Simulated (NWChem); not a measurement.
System: CH₅FO₂Si; SMILES O[SiH](O)CF

NWChem input:

```
start job
memory heap 200 mb stack 900 mb global 1100 mb
geometry units angstroms noautoz
  O      1.498049    -0.704286    -0.467430
  Si     0.037058    -0.429458     0.272742
  O     -1.022798    -1.605879    -0.206886
  C     -0.761118     1.178802    -0.294080
  F      0.012687     2.237665     0.154539
  H      2.287784    -0.417032    -0.001595
  H      0.252577    -0.390521     1.751272
  H     -0.715856    -2.516505    -0.175275
  H     -0.830371     1.220096    -1.395656
  H     -1.786248     1.285353     0.103359
end
basis spherical
  * library 6-31g*
end
dft
  xc xcamb88 1.00 lyp 0.81 vwn_5 0.19 hfexch 1.00
  cam 0.33 cam_alpha 0.19 cam_beta 0.46
  iterations 150
  mulliken
end
task dft energy
```

Parts of the log:

```
             Northwest Computational Chemistry Package (NWChem) 7.3.0
             --------------------------------------------------------

 C1  symmetry detected

                             Geometry "geometry" -> ""
                             -------------------------

 Output coordinates in angstroms (scale by  1.889725989 to convert to a.u.)

  No.       Tag          Charge          X              Y              Z
 ---- ---------------- ---------- -------------- -------------- --------------
    1 O                    8.0000     1.50661820    -0.81872049    -0.31471024
    2 Si                  14.0000     0.02088837    -0.45314424     0.33092170
    3 O                    8.0000    -1.05811134    -1.61231826    -0.14801392
    4 C                    6.0000    -0.68224652     1.15285494    -0.35554773
    5 F                    9.0000     0.10829157     2.20370011     0.08262802
    6 H                    1.0000     2.28161973    -0.53769507     0.17884403
    7 H                    1.0000     0.16005090    -0.34766525     1.81534868
    8 H                    1.0000    -0.78951790    -2.53090355    -0.05575886
    9 H                    1.0000    -0.69202546     1.14106221    -1.45996440
   10 H                    1.0000    -1.72176424     1.31710040    -0.01994569

 Effective nuclear repulsion energy (a.u.)     248.1591961273

                                 NWChem DFT Module
                                 -----------------

 Summary of "ao basis" -> "ao basis" (spherical)
 ------------------------------------------------------------------------------
       Tag                 Description            Shells   Functions and Types
 ---------------- ------------------------------  ------  ---------------------
 O                           6-31g*                  6       14   3s2p1d
 Si                          6-31g*                  8       18   4s3p1d
 C                           6-31g*                  6       14   3s2p1d
 F                           6-31g*                  6       14   3s2p1d
 H                           6-31g*                  2        2   2s

            General Information
            -------------------
          SCF calculation type: DFT
          Wavefunction type:  closed shell.
          No. of atoms     :    10
          No. of electrons :    50
           Alpha electrons :    25
            Beta electrons :    25
          Charge           :     0
          Spin multiplicity:     1
          Use of symmetry is: off; symmetry adaption is: off
          Maximum number of iterations: 150
          AO basis - number of functions:    84
                     number of shells:    42
          Convergence on energy requested:  1.00D-06
          Convergence on density requested:  1.00D-05
          Convergence on gradient requested:  5.00D-04

              XC Information
              --------------
                     Hartree-Fock (Exact) Exchange  1.000
                   CAM-Becke88 Exchange Functional  1.000
                      VWN V Correlation Functional  0.190 local
              Lee-Yang-Parr Correlation Functional  0.810

           Range-Separation Parameters
           ---------------------------
           Alpha           :  0.19
           Beta            :  0.46
           Gamma           :  0.33
           Short-Range HF  :     F

             Grid Information
             ----------------
          Grid used for XC integration:  medium
          Radial quadrature: Mura-Knowles
          Angular quadrature: Lebedev.
          Tag              B.-S. Rad. Rad. Pts. Rad. Cut. Ang. Pts.
          ---              ---------- --------- --------- ---------
          O                   0.60       49          10.0       434
          Si                  1.10       88           8.0       590
          C                   0.70       49          10.0       434
          F                   0.50       49          11.0       434
          H                   0.35       45          11.0       434
          Grid pruning is: on
          Number of quadrature shells:   509
          Spatial weights used:  Erf1

      Superposition of Atomic Density Guess
      -------------------------------------

 Sum of atomic energies:        -577.84976085

      Non-variational initial energy
      ------------------------------

 Total energy =    -579.514942
 1-e energy   =   -1292.596623
 2-e energy   =     464.922485
 HOMO         =      -0.325432
 LUMO         =       0.051499

     ---------------------------------------------
      Total Density - Mulliken Population Analysis
     ---------------------------------------------

    Atom       Charge   Shell Charges
 -----------   ------   -------------------------------------------------------
    1 O    8     9.04   2.00  0.93  3.16  0.90  2.04  0.01
    2 Si  14    12.76   2.00  2.00  5.97  0.85  1.28  0.18  0.24  0.24
    3 O    8     9.03   2.00  0.93  3.15  0.90  2.04  0.01
    4 C    6     6.10   2.00  0.69  1.75  0.63  0.98  0.05
    5 F    9     9.49   2.00  0.94  3.41  1.01  2.12  0.01
    6 H    1     0.44   0.35  0.09
    7 H    1     1.10   0.47  0.62
    8 H    1     0.44   0.35  0.09
    9 H    1     0.81   0.47  0.33
   10 H    1     0.80   0.47  0.33

   convergence    iter        energy       DeltaE   RMS-Dens  Diis-err
 ---------------- ----- ----------------- --------- --------- ---------
 d= 0,ls=0.0,diis     1   -580.7319315442 -8.29D+02  1.37D-02  1.07D+00
 d= 0,ls=0.0,diis     2   -580.7379763549 -6.04D-03  6.28D-03  1.19D+00
 d= 0,ls=0.0,diis     3   -580.8433834905 -1.05D-01  9.66D-04  1.72D-02
 d= 0,ls=0.0,diis     4   -580.8449585596 -1.58D-03  2.15D-04  5.55D-04
 d= 0,ls=0.0,diis     5   -580.8450117991 -5.32D-05  7.50D-05  9.77D-05
  Resetting Diis
 d= 0,ls=0.0,diis     6   -580.8450216784 -9.88D-06  2.54D-05  8.46D-06
 d= 0,ls=0.0,diis     7   -580.8450224633 -7.85D-07  1.34D-05  1.08D-06
 d= 0,ls=0.0,diis     8   -580.8450224607  2.64D-09  6.58D-06  1.30D-06

[...]
```

Level: CAM-B3LYP/6-31G* (spherical d). All runs use the structure optimised with PBE0/def2-SVP.
